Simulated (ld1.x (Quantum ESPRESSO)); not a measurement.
# Before and after: RRKJ potential for manganese (Mn)

| Property | Result |
| --- | --- |
| Element | manganese |
| Generator | ld1.x (Quantum ESPRESSO) 7.5 |
| Type | norm-conserving RRKJ (Kleinman–Bylander form) |
| Functional | PBE |
| Relativity | scalar-relativistic |
| Frozen core | [Ne] 3s2 |
| Valence charge | 13 |
| Reference configuration | 3p6 3d5 4s2 4p0 |
| Partial waves | 3p (bound): rc 1.10 bohr; 3d (bound): rc 1.90 bohr; 4s (bound): rc 2.75 bohr |
| Local potential | the s channel |
| Core correction | none |
| rho0 | 0.01 |

All-electron outer shells of the reference configuration (PBE, scalar-relativistic, ld1.x):

```csv
shell,level (eV),outermost node (bohr),outermost maximum (bohr)
2p,-630.19,–,0.19
3s,-85.88,0.34,0.74
3p,-54.59,0.31,0.75
3d,-6.77,–,0.76
4s,-5.11,1.05,2.51
4p,-1.37,1.16,3.43
```

Change: wave 3p (bound): rc 1.10 bohr becomes 3p (bound): rc 1.60 bohr.

Cutoffs: the cutoffs (Ry, on a coarse ladder) from which the occupation-weighted sum of valence levels, in a spherical-Bessel basis at the reference potential, stays within 10 and 1 mRy of its value at 400 Ry; they do not see the model core or the augmentation charge, which bear on the density cutoff. Errors are all-electron minus pseudo energies relative to the spin-unpolarised reference configuration.

What does the change do?

The potential gets softer (100 Ry and 140 Ry → 50 Ry and 80 Ry); of the 5 tests that both files solve, the error grows in 0 and shrinks in 1 by more than 15 % and 0.3 meV (median size 121.9 → 127.1 meV); neither file shows a bound ghost at the reference potential, the only one tested. A larger radius leaves more room for a smooth pseudo-wave, so fewer plane waves are needed.

| quantity | base | changed |
| --- | --- | --- |
| cutoff, loose | 100 Ry | 50 Ry |
| cutoff, tight | 140 Ry | 80 Ry |
| loose cutoff by channel (10 mRy a level) | p 50 Ry, d 45 Ry, s 6 Ry | p 45 Ry, d 45 Ry, s 6 Ry |
| bound ghosts | none | none |
| tests counted (converged, no solver errors) | 6 of 7 | 6 of 7 |
| error for 3p6 3d5 4s1 4p0, meV [ΔE 8.42 eV] | +0.4 | +0.3 |
| error for 3p6 3d5 4s0 4p0, meV [ΔE 24.01 eV] | -9.4 | -9.8 |
| error for 3p6 3d4 4s0 4p0, meV [ΔE 56.53 eV] | -122 | -127 |
| error for 3p6 3d3 4s0 4p0, meV [ΔE 107.30 eV] | +163 | +134 |
| error for 3p6 3d5 4s1 4p1, meV [ΔE 3.86 eV] | -605 | -608 |
| s: phases at 3.00 bohr within 0.05 rad from the reference energy up to (Ry; the scan ends near 5) | 1.7 | 1.7 |
| p: phases at 3.00 bohr within 0.05 rad from the reference energy up to (Ry; the scan ends near 5) | n/a | n/a |
| d: phases at 3.00 bohr within 0.05 rad from the reference energy up to (Ry; the scan ends near 5) | 0.4 | 0.4 |

Base: Tests not counted: 3p6 3d5 4s1.5 4p0 (an occupied level unbound or not found, printed error +0.1 meV). These tests converged, but a pseudo level misses the all-electron one widely, so the file describes the atom poorly there or has found another state: 3p6 3d4 4s0 4p0: empty 4p by 2.9 eV; 3p6 3d3 4s0 4p0: empty 4p by 4.5 eV. ld1.x printed “convergence not achieved” for 3 of the counted tests; their residual had stalled under 1e-8, short of the target of 1e-14. Changed file: Tests not counted: 3p6 3d4 4s2 4p1 (solver errors, printed error -1203 eV). These tests converged, but a pseudo level misses the all-electron one widely, so the file describes the atom poorly there or has found another state: 3p6 3d4 4s0 4p0: empty 4p by 2.9 eV; 3p6 3d3 4s0 4p0: empty 4p by 4.6 eV. ld1.x printed “convergence not achieved” for 3 of the counted tests; their residual had stalled under 1e-8, short of the target of 1e-14.
